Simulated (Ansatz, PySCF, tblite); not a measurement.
Approach curve of the dimer C2H6 ··· BCl3 (SMILES CC and ClB(Cl)Cl), singlet. Monomers: optimised at B3LYP-D3(BJ) (def2-TZVP), held rigid. Orientation: lowest of the rigid-body minima from ten starts at GFN2-xTB. R is the distance of the centres of mass, along which the second monomer moves.

Levels: GFN2-xTB (tblite); RKS-BP86/6-31G* = PySCF 2.14.0 with restricted BP86/6-31G*, spherical d, no counterpoise correction; RKS-B3LYP/6-31G* = restricted B3LYP/6-31G*, spherical d, no counterpoise correction (PySCF 2.14.0); CCSD(T)/aug-cc-pVDZ = CCSD(T) on RHF/aug-cc-pVDZ, frozen core, counterpoise-corrected (Ansatz, a first-principles code).

Interaction energies in kcal/mol:

| R / Å | GFN2-xTB | RKS-BP86/6-31G* | RKS-B3LYP/6-31G* |
|---|---|---|---|
| 3.17 | -0.34 | 4.80 | 4.74 |
| 3.31 | -1.38 | 3.11 | 2.85 |
| 3.50 | -2.01 | 1.82 | 1.38 |
| 3.68 | -2.14 | 1.19 | 0.68 |
| 3.90 | -2.02 | 0.81 | 0.28 |
| 4.11 | -1.78 | 0.63 | 0.13 |
| 4.43 | -1.37 | 0.45 | 0.06 |
| 4.73 | -1.03 | 0.32 | 0.04 |
| 5.09 | -0.71 | 0.19 | 0.04 |
| 5.83 | -0.32 | 0.03 | 0.01 |
| 6.96 | -0.10 | 0.00 | 0.00 |
| 8.26 | -0.03 | 0.00 | 0.00 |

Problem. Estimate the CCSD(T)/aug-cc-pVDZ values at these points.

Solution. 3.17: 1.50; 3.31: -0.07; 3.50: -1.14; 3.68: -1.50; 3.90: -1.52; 4.11: -1.35; 4.43: -1.01; 4.73: -0.74; 5.09: -0.49; 5.83: -0.22; 6.96: -0.07; 8.26: -0.03 (kcal/mol).
